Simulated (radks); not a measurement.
Task: The mean radii <r> (bohr) of the occupied orbitals of an atom or ion are listed with their occupations. Calculated with a radial shooting solver on a logarithmic mesh with Libxc functionals: Dirac Kohn-Sham, PBE, spin-unpolarised, spherical densities, finite nucleus; Fermi nuclear charge, rms radius of each element as measured or else 0.836 A^(1/3) + 0.57 fm.

| orbital | occ. | <r> |
|---|---|---|
| 1s1/2 | 2 | 0.04408 |
| 2s1/2 | 2 | 0.1957 |
| 2p1/2 | 2 | 0.1685 |
| 2p3/2 | 4 | 0.1723 |
| 3s1/2 | 2 | 0.5739 |
| 3p1/2 | 2 | 0.5823 |
| 3p3/2 | 4 | 0.5929 |
| 3d3/2 | 4 | 0.6274 |
| 3d5/2 | 6 | 0.6318 |
| 4s1/2 | 2 | 1.746 |
| 4p1/2 | 2 | 2.098 |
| 4p3/2 | 1 | 2.136 |

Name the element and its charge. Open shells, if any, fill j = l - 1/2 first.

Result: Z = 34, selenium, charge +1: Se+ in [Ar] 3d10 4s2 4p3. The 1s radius gives Z: for a bare nucleus <r> = (2 gamma + 1)/(2Z) with gamma = sqrt(1 - (Z/c)^2), 0.0432 bohr for Z = 34, and screening makes it slightly larger (0.04408 here). The occupations add up to 33, and the charge is Z minus that.
